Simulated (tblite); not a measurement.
C2H7S (SMILES C[SH+]C), charge +1, singlet, geometry from GFN2-xTB; GFN1-xTB run with tblite.

The tblite input:
```
$ tblite run mol.xyz --method gfn1 --charge 1 --spin 0 --efield 0,0,0.1 --json tblite.json --no-restart

# file mol.xyz
10

C     -1.40724628     0.48438068    -0.17995981
S      0.00557886    -0.56253485     0.26851975
C      1.39601743     0.52355552    -0.15613213
H     -1.27918534     0.91342881    -1.16889909
H     -2.30637026    -0.12588924    -0.14650803
H     -1.48951780     1.27196174     0.56526984
H      0.02562393    -1.30724382    -0.86536194
H      1.27284396     0.94909271    -1.14720689
H      2.31114405    -0.06136075    -0.10725925
H      1.44357288     1.31295087     0.59020105
```

What the program printed (banner, timings and long lists left out):

```
xTB calculator
 | screened Coulomb repulsion
 | Coulomb electrostatics
 |  * isotropic Klopman-Ohno-Mataga-Nishimoto electrostatics
 |  * onsite third-order electrostatics
 | DFT-D3(BJ) dispersion correction
 | Interactions (1)
 | [1] electric field

halogen bonding energy    0.0000000000000E+00 Eh
repulsion energy          1.2496266148965E-01 Eh
dispersion energy        -2.7711881316680E-03 Eh
interaction energy        0.0000000000000E+00 Eh
number of electrons       2.0000000000000E+01 e
integral cutoff           1.9731147476801E+01 bohr

------------------------------------------------------------
  cycle        total energy    energy error   density error
------------------------------------------------------------
      1     -11.20800351947  -1.1330195E+01   2.9263190E-01
      2     -11.21599401974  -7.9905003E-03   1.6762665E-01
      3     -11.21218042833   3.8135914E-03   4.3135323E-02
      4     -11.21759447216  -5.4140438E-03   4.8353811E-03
      5     -11.21763430828  -3.9836125E-05   7.8131752E-04
      6     -11.21763509758  -7.8930348E-07   1.4349709E-04
      7     -11.21763517075  -7.3169909E-08   3.3158231E-05
      8     -11.21763517419  -3.4312180E-09   4.8342348E-06
------------------------------------------------------------

electronic energy        -1.1339826647544E+01 Eh
total energy             -1.1217635174186E+01 Eh

Post processing:
 | Mayer-Wiberg bond orders

[Info] JSON dump of results written to 'tblite.json'
```
